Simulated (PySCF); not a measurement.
C7H11FO.
Atom-mapped SMILES: `[CH3:1][C@@H:2]1[CH2:3][C@@:4]12[CH2:5][O:6][CH2:7][C@H:8]2[F:9]`

Cartesian coordinates in Å at the GFN2-xTB level; atoms count from 1:
```
atom  x, y, z in Å
C1     2.2242   -0.6543    0.6369
C2     1.4171    0.1024   -0.3865
C3     0.8290    1.4418   -0.0548
C4    -0.0718    0.2564   -0.2634
C5    -0.9953    0.1823   -1.4697
O6    -2.2954    0.3351   -0.9398
C7    -2.3257   -0.3611    0.2852
C8    -0.9011   -0.3138    0.8726
F9    -0.5062   -1.5951    1.2140
H10    2.1515   -1.7260    0.4636
H11    1.8697   -0.4485    1.6432
H12    3.2715   -0.3633    0.5711
H13    1.7776   -0.0270   -1.4015
H14    0.8300    2.2180   -0.8049
H15    0.9516    1.8096    0.9534
H16   -0.8968   -0.7943   -1.9705
H17   -0.8328    0.9790   -2.1957
H18   -2.5960   -1.4151    0.1285
H19   -3.0740    0.1130    0.9205
H20   -0.8323    0.2713    1.7949
```

Probes without a nucleus sit at each ring's centroid and 1 Å off its mean plane on both sides; NICS is minus the shielding there, NICSzz its component along the normal. Level: GIAO PBE0/pcSseg-1 (PySCF, non-relativistic, gas phase) on the GFN2-xTB geometry, one conformer.

Ring bond lengths (Å), with Mayer bond orders in brackets: C2–C3 1.500 (0.94), C3–C4 1.503 (0.91), C4–C2 1.502 (0.89); C4–C5 1.521 (0.99), C5–O6 1.412 (0.93), O6–C7 1.409 (0.95), C7–C8 1.542 (1.02), C8–C4 1.518 (0.97).

Task: What do the NICS probes read (ppm)?

Result: 
```json
{"ring": "C2–C3–C4", "type": "3-membered carbocycle; formal bonds all single", "NICS(0)": "-42.5", "NICS(1), two faces": "-7.2 / -8.4", "NICS(1)zz, two faces": "-19.2 / -21.5", "rms pucker (Å)": "0.00", "centre to ring atoms, mean (Å)": "0.87"}
{"ring": "C4–C5–O6–C7–C8", "type": "5-membered ring with O; formal bonds all single", "NICS(0)": "-5.2", "NICS(1), two faces": "-1.6 / -3.7", "NICS(1)zz, two faces": "-2.0 / -5.6", "rms pucker (Å)": "0.15", "centre to ring atoms, mean (Å)": "1.24"}
```

Task: What can be read from them?

Result: 
- C2–C3–C4: mean NICS(1)zz -20.3 ppm, shielded. C2, C3, C4 have four or more neighbours; no verdict on aromaticity is drawn. NICS(0) lies 35 ppm below the mean NICS(1).
- C4–C5–O6–C7–C8: mean NICS(1)zz -3.8 ppm, shielded. C4, C5, C7, C8 have four or more neighbours, so the value isn't read as a sign of a π ring current. The two faces differ by 3.6 ppm, so no symmetry operation interchanges them.

Task: At the second NICS(1) probe listed for ring C2–C3–C4, 1 Å off the ring, what do the in-plane components average?

Result: The isotropic value is a third of the trace: (3 × -8.4 − (-21.5))/2 = -1.9 ppm.

Task: Give the inner angles of the rings and the Hirshfeld charges of the ring atoms.

Result: 
- C2–C3–C4: C2 60.1° (-0.031 e), C3 60.0° (-0.092 e), C4 59.9° (-0.016 e); sum 180.0° against 180° for a flat convex ring.
- C4–C5–O6–C7–C8: C4 104.1° (-0.016 e), C5 104.8° (-0.001 e), O6 107.0° (-0.156 e), C7 107.2° (-0.007 e), C8 103.4° (+0.062 e); sum 526.5° against 540° for a flat convex ring.

On Arm Neoverse N1, one thread, shared host, this took 85 s wall (with the writing of density and orbital grids) and 1.0 GiB of memory at its peak. This is the whole shielding run at PBE0/pcSseg-1, SCF included.
